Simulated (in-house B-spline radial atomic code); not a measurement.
## RPA and G0W0 on PBEsol: F⁶⁺

Configuration [He] 2s1, highest spin, mean-field start PBEsol. Computed with an all-electron radial atomic-structure program (B-spline basis): all electrons, scalar-relativistic (spin-free one-electron X2C), finite nucleus, each spin shell either full or empty, empty states to l = 9 with an (l + 1/2)⁻⁴ tail; G0W0 by contour deformation at full frequency.

Command:
```bash
python run_gw.py task.json out
```
Settings (radii: box in bohr, nucleus in fm):
```
Z                        9
electrons                3
configuration            [He] 2s1
hamiltonian              x2c
method                   pbesol
lmax                     9
rms_radius               2.8976
spin_polarised           True
box_radius               9.29
intervals                68
ion_configuration        1s2
```

Time taken, with all properties: 2.1 s on 1 thread of Arm Neoverse N1, on a shared host.

Energies (hartree):

```
                                     term      value
                         mean-field total  -82.09355
Hartree-Fock functional on these orbitals  -82.35961
                      direct second order   -0.19099
                    second-order exchange    0.13831
                         SOSEX correction    0.11213
```

(1) What is the RPA correlation energy, and what remains with SOSEX?

Quasi-particle levels (eV):

| level | occupied | mean field | Σx - vxc | Σc | QP weight | G0W0 |
| --- | --- | --- | --- | --- | --- | --- |
| 2s up | yes | -173.39 | -11.72 | ? | ? | ? |
| 1s down | yes | -853.96 | -56.59 | 3.71 | 0.955 | -906.83 |
| 1s up | yes | -855.85 | -58.87 | 4.07 | 0.940 | -910.65 |
| 2s down | no | -162.62 | 9.31 | -4.18 | 0.891 | -157.50 |

G0W0 = mean field + (Σx - vxc) + Σc, with Σc (partial-wave tail included) taken at the quasi-particle energy.

(2) Where does G0W0 put 2s up?

(3) What does it cost to remove one electron (to 1s2) by differences of total energies, each species on its own start (correlation terms add to the Hartree-Fock functional)?

Results:

(1) RPA gives -0.16269 hartree (-1.48 eV per electron); RPA + SOSEX gives -0.050565, and the second-order doubles -0.052681 hartree (no singles). SOSEX takes back 69 % of the RPA value.

(2) At -187.25 eV, with Σc = -2.13 eV and a quasi-particle weight of 0.959. The tabulated removal energy is 185.187 eV (NIST, measured).

(3) PBEsol 185.18 eV, Hartree-Fock functional 185.05 eV, + RPA 186.97 eV, + RPA + SOSEX 185.17 eV, + second order 185.19 eV. Tabulated: 185.187 eV (NIST, measured).
